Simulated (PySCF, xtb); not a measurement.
O4Rh, SMILES [O]=[Rh+](=[O])(=[O])=[O], charge +1, multiplicity 1.

xtb 6.7.1 with GFN2-xTB at its own geometry gives an orbital gap of 3.32 eV.

Geometry: B3LYP-D3(BJ)/def2-SVP. The spin state was assumed, not searched. The def2 effective core potentials stand for the cores of Rh; spin–orbit coupling is left out.

**Question.** What does PBE/def2-TZVPD (PySCF) give? (An estimate is asked for; the answer gives what the named calculation found.)

**Answer.** gap 2.26 eV (levels -16.03 and -13.78 eV).
